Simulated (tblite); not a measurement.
Input of a run (GFN2-xTB geometry optimisation, gas phase (tblite 0.8.0)), started from a force field or distance geometry:
```
{"job": {"kind": "relax", "xc": "GFN2-xTB", "basis": "xTB"}, "charge": -1, "multiplicity": 1}
C      3.600300     0.335700    -0.416200
C      2.286900     0.134600    -0.644600
P      1.101700     0.271500     0.748900
C     -0.780400    -0.019100     0.414200
C     -1.282900     0.982800    -0.610500
C     -1.549600     0.158800     1.738900
C     -0.977300    -1.454400    -0.101000
H      3.989900     0.600800     0.568300
H      4.310800     0.251000    -1.226600
H      1.911200    -0.127800    -1.614900
H     -0.760900     0.876400    -1.577000
H     -2.354900     0.840000    -0.812200
H     -1.150000     2.019900    -0.269100
H     -1.202800    -0.546700     2.507800
H     -2.621900     0.003400     1.597700
H     -1.423400     1.173100     2.156500
H     -0.445400    -1.622000    -1.038300
H     -0.620900    -2.210100     0.621100
H     -2.040100    -1.658800    -0.273900
```

Output (eV, eV/Å):
```
step      E/eV     max force
  0    -587.96416    1.794
  1    -588.05070    0.956
  2    -588.10747    0.696
  3    -588.13870    0.586
  4    -588.16983    0.477
  5    -588.18903    0.482
  6    -588.22090    0.492
  7    -588.25719    0.550
  8    -588.29105    0.547
  9    -588.31135    0.353
 10    -588.32273    0.232
 11    -588.33253    0.302
 12    -588.34270    0.345
 13    -588.35015    0.255
 14    -588.35611    0.208
 15    -588.36209    0.197
 16    -588.36808    0.176
 17    -588.37303    0.192
 18    -588.37706    0.193
 19    -588.38195    0.179
 20    -588.38979    0.233
 21    -588.40006    0.278
 22    -588.40932    0.192
 23    -588.41549    0.132
 24    -588.41923    0.126
 25    -588.42158    0.136
 26    -588.42375    0.120
 27    -588.42565    0.121
 28    -588.42762    0.128
 29    -588.42984    0.109
 30    -588.43229    0.119
 31    -588.43483    0.102
 32    -588.43734    0.101
 33    -588.43969    0.114
 34    -588.44150    0.090
 35    -588.44254    0.066
 36    -588.44320    0.059
 37    -588.44383    0.053
 38    -588.44441    0.069
 39    -588.44485    0.060
 40    -588.44512    0.035
 41    -588.44533    0.041
 42    -588.44553    0.036
 43    -588.44570    0.038
 44    -588.44587    0.041
 45    -588.44606    0.038
 46    -588.44628    0.047
 47    -588.44646    0.032
 48    -588.44656    0.024
 49    -588.44660    0.017
 50    -588.44664    0.018
 51    -588.44670    0.016
 52    -588.44675    0.018
 53    -588.44681    0.019
 54    -588.44688    0.025
 55    -588.44700    0.040
 56    -588.44718    0.045
 57    -588.44737    0.032
 58    -588.44751    0.028
 59    -588.44762    0.026
 60    -588.44771    0.025
 61    -588.44779    0.020
 62    -588.44784    0.015
 63    -588.44787    0.009
```

Summarise the run.

The energy falls by 0.484 eV over 63 L-BFGS steps, the largest force on an atom goes from 1.79 to 0.009 eV/Å, and the atoms move by 0.279 Å rms after alignment. The bond that changes most is C2–P3 (ends: alkene CH carbon; phosphorus bonded to 2 C), which shortens by 0.072 Å. Bonds longer at the end by more than 0.005 Å: 2 of 18; shorter: 10. Among the angles that change most is C2–P3–C4, from 119.1° to 100.2°. The energy never rose by more than 1e-5 eV on the way. The first step brought 18 % of the lowering.

What are the final bond lengths?

C1=C2 1.345 Å, C2–P3 1.763 Å, P3–C4 1.918 Å, C4–C5 1.529 Å, C4–C6 1.529 Å, C4–C7 1.528 Å, C1–H8 1.078 Å, C1–H9 1.083 Å, C2–H10 1.088 Å, C5–H11 1.088 Å, C5–H12 1.096 Å, C5–H13 1.089 Å, C6–H14 1.088 Å, C6–H15 1.094 Å, C6–H16 1.088 Å, C7–H17 1.088 Å, C7–H18 1.089 Å, C7–H19 1.096 Å. Numbering counts from 1 in the input's order; the species is `C=C[P-]C(C)(C)C`.

The run took 0.37 s wall on one thread, Arm Neoverse V2 (aarch64), shared host with 96 logical CPUs at a one-minute load of 63.

Its GFN2-xTB frequencies are all real (lowest 69 cm⁻¹).

Shape of the structure used: `[CH2:1]=[CH:2][P-:3][C:4]([CH3:5])([CH3:6])[CH3:7]`: C1–C2–P3–C4 180°, C2–P3–C4–C5 -62°.

One conformer stands for the species.

All values are computed, not measured.
